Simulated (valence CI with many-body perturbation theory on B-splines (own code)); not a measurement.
# Dy³³⁺: magnetic and hyperfine properties of the levels

Computed by valence CI with perturbative core correlation (CI+MBPT): five valence electrons over a frozen Dirac-Fock core [Ar] 3d10, a basis of 9 s, 9 p, 8 d, 6 f, 3 g, 1 h functions for each j, with the one-electron correlation potential Σ1, the two-electron term Σ2, the three-electron term Σ3, Breit, model QED; selected CI, second order for the rest (own B-spline code, finite nucleus).

No measured spectrum was set against this ion. As an estimate, large intervals hold to a few tenths of a per cent, small ones and those within an open d or f shell to about a per cent. Among the levels kept, up to 270 cm⁻¹ of a level comes from second order outside the variational space, and about a tenth of that is noise between levels of different J, which matters for small intervals.

A/g_I is the dipole constant over the nuclear g factor μ/I (μ in nuclear magnetons, uniformly magnetised nucleus), B/Q the quadrupole constant per barn. Both hold the static response of the core; the bare values leave it out. Large factors of s and p1/2 electrons are usually good to 5 to 10 %; those of open d and f shells near neutrality can be off by tens of per cent, and small factors of p3/2, d and f electrons come from cancelling terms and can be off by a factor of two or in sign, in half-filled shells by more. B is blank for J = 1/2, where it vanishes, and for nearly pure S terms. Energies count from the lowest level.

Levels are named by their leading jj configuration (3d3/2^4 stands for four electrons in 3d with j = 3/2), which in mixed levels can hold well under half, so a name can repeat and another be missing. Letters in brackets count levels of one name in rising energy.

| Level | E (cm⁻¹) | g | A/g_I (MHz) | A/g_I bare | B/Q (MHz/b) | B/Q bare |
| --- | --- | --- | --- | --- | --- | --- |
| (4s^2 4p1/2^2 4p3/2) J=3/2 | 0 | 1.390 | 33300 | 31800 | 61600 | 59300 |
| (4s^2 4p1/2 4p3/2^2) J=3/2 | 371780 | 1.444 | -9650 | -9600 | 11900 | 11500 |
| (4s^2 4p1/2 4p3/2^2) J=5/2 | 408720 | 1.197 | 81200 | 78200 | -288 | -268 |
| (4s^2 4p1/2 4p3/2^2) J=1/2 | 455160 | 0.661 | 265000 | 256000 |  |  |
| (4s^2 4p3/2^3) J=3/2 | 833090 | 1.292 | 36600 | 35100 | -73500 | -70700 |
| (4s 4p1/2^2 4p3/2^2) J=5/2 | 985910 | 1.492 | 177000 | 171000 | 16800 | 16200 |
| (4s^2 4p1/2^2 4d3/2) J=3/2 | 1002400 | 0.861 | -2120 | -1590 | -2190 | -1950 |
| (4s 4p1/2^2 4p3/2^2) J=1/2 | 1100700 | 2.183 | 772000 | 744000 |  |  |
| (4s 4p1/2^2 4p3/2^2) J=3/2 | 1126000 | 1.111 | -79300 | -76300 | -12500 | -12000 |
| (4s^2 4p1/2^2 4d5/2) J=5/2 | 1156600 | 1.201 | 18900 | 18600 | 19500 | 18900 |
| (4s 4p1/2 4p3/2^3) J=3/2 | 1366600 | 1.211 | 72100 | 69600 | -50200 | -48300 |
| (4s^2 4p1/2 4p3/2 4d3/2) J=5/2 [a] | 1379700 | 1.015 | 78600 | 75900 | -16700 | -16000 |
| (4s^2 4p1/2 4p3/2 4d3/2) J=1/2 [a] | 1381300 | 0.329 | 65600 | 64300 |  |  |
| (4s^2 4p1/2 4p3/2 4d3/2) J=3/2 [a] | 1386800 | 1.245 | 120000 | 116000 | -34800 | -33500 |
| (4s^2 4p1/2 4p3/2 4d3/2) J=7/2 | 1418900 | 1.069 | 58500 | 56600 | 54700 | 52800 |
| (4s 4p1/2 4p3/2^3) J=5/2 | 1427200 | 1.193 | 169000 | 163000 | -74600 | -71800 |
| (4s^2 4p1/2 4p3/2 4d5/2) J=7/2 [a] | 1470100 | 1.311 | -9710 | -9170 | 73700 | 71100 |
| (4s 4p1/2 4p3/2^3) J=1/2 | 1493700 | 1.250 | -4640 | -5020 |  |  |
| (4s^2 4p1/2 4p3/2 4d5/2) J=9/2 | 1510000 | 1.205 | 44000 | 42600 | 58600 | 56600 |
| (4s^2 4p1/2 4p3/2 4d3/2) J=5/2 [b] | 1512000 | 1.264 | 10800 | 10600 | 35500 | 34200 |
| (4s^2 4p1/2 4p3/2 4d3/2) J=3/2 [b] | 1514100 | 1.201 | -16700 | -16000 | 9730 | 9300 |
| (4s^2 4p1/2 4p3/2 4d5/2) J=3/2 [a] | 1529100 | 1.115 | -11300 | -10600 | -29900 | -28700 |
| (4s^2 4p1/2 4p3/2 4d3/2) J=1/2 [b] | 1559300 | 1.938 | -28300 | -27000 |  |  |
| (4s^2 4p1/2 4p3/2 4d5/2) J=5/2 [a] | 1572500 | 1.175 | 79100 | 76500 | -38800 | -37300 |
| (4s^2 4p1/2 4p3/2 4d5/2) J=7/2 [b] | 1594000 | 1.090 | 50100 | 48500 | 19400 | 18900 |
| (4s^2 4p1/2 4p3/2 4d5/2) J=3/2 [b] | 1594500 | 1.396 | 68700 | 66500 | -17300 | -16700 |
| (4s^2 4p1/2 4p3/2 4d5/2) J=5/2 [b] | 1620700 | 1.202 | 9180 | 9020 | 16400 | 15900 |
| (4s^2 4p1/2 4p3/2 4d5/2) J=3/2 [c] | 1634600 | 0.868 | 66800 | 64800 | 18600 | 18000 |
| (4s^2 4p1/2 4p3/2 4d5/2) J=1/2 | 1666700 | 1.041 | -85300 | -81700 |  |  |
| (4s 4p3/2^4) J=1/2 [a] | 1853200 | 1.695 | 384000 | 371000 |  |  |
| (4s^2 4p3/2^2 4d3/2) J=1/2 | 1886300 | 1.137 | 18900 | 17200 |  |  |
| (4s^2 4p3/2^2 4d3/2) J=3/2 [a] | 1888500 | 1.166 | 25300 | 24400 | -28700 | -27700 |
| (4s^2 4p3/2^2 4d5/2) J=7/2 | 1889700 | 1.271 | 19600 | 19100 | 13600 | 13100 |
| (4s^2 4p3/2^2 4d3/2) J=5/2 | 1894200 | 1.207 | 36900 | 35800 | -9620 | -9310 |
| (4s^2 4p3/2^2 4d5/2) J=9/2 | 1903000 | 1.234 | 20400 | 19900 | 39300 | 38000 |
| (4s^2 4p3/2^2 4d3/2) J=7/2 | 1922300 | 1.086 | 28200 | 27300 | 4440 | 4540 |
| (4s^2 4p3/2^2 4d3/2) J=3/2 [b] | 1965100 | 0.934 | 18200 | 18000 | 23900 | 23200 |
| (4s^2 4p3/2^2 4d5/2) J=5/2 [a] | 1993800 | 1.204 | 9540 | 9570 | 86400 | 83300 |
| (4s 4p1/2^2 4p3/2 4d3/2) J=5/2 [a] | 1994000 | 1.326 | 128000 | 124000 | 17500 | 16800 |
| (4s 4p1/2^2 4p3/2 4d3/2) J=3/2 [a] | 1998100 | 1.419 | 124000 | 120000 | -4800 | -4720 |

(1) Take the isotope of mass number 161, with I = 5/2, μ = -0.479 μN and Q = 2.51 b. What is the hyperfine structure of (4s^2 4p3/2^3) J=3/2?

Results:

(1) From the table A = -7020 MHz, B = -184000 MHz. Shifts from the centre of gravity in MHz: F = 1: -91900, F = 2: 41200, F = 3: 103000, F = 4: -72300.
